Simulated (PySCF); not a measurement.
Al(Cl)(F)(tBu), SMILES C[C](C)(C)[Al]([F])[Cl] (C4H9AlClF) (GFN2-xTB optimised geometry):

```
16

Al     0.626     1.049     0.000
Cl     2.658     1.049     0.000
F     -0.164     2.505     0.000
C     -0.536    -0.623     0.021
C     -0.414    -1.359     1.364
C     -1.989    -0.189    -0.193
C     -0.104    -1.586    -1.092
H     -1.017    -2.268     1.351
H     -0.759    -0.731     2.184
H      0.620    -1.640     1.558
H     -2.294     0.520     0.577
H     -2.106     0.298    -1.161
H     -2.658    -1.049    -0.154
H     -0.247    -1.135    -2.074
H      0.949    -1.848    -0.987
H     -0.690    -2.505    -1.047
```

Method: PySCF with CAM-B3LYP/def2-TZVP.

Question: What are the frontier orbital energies and the dipole moment?

Answer: HOMO-2 -10.87 eV, HOMO-1 -10.84 eV, HOMO -8.91 eV, LUMO 0.27 eV, LUMO+1 0.35 eV; dipole moment 1.80 D.

On the same geometry PBE/def2-TZVP (PySCF 2.14.0) gives HOMO-2 -8.08 eV, HOMO-1 -8.05 eV, HOMO -6.39 eV, LUMO -1.45 eV, LUMO+1 -1.36 eV; dipole moment 1.79 D.

Meta-Löwdin charges at CAM-B3LYP/def2-TZVP: Al1 1.05, Cl2 -0.31, F3 -0.54, C4 -0.17, C5 -0.33, C6 -0.33, C7 -0.33, H8 0.10, H9 0.10, H10 0.11, H11 0.11, H12 0.11, H13 0.10, H14 0.10, H15 0.11, H16 0.10.
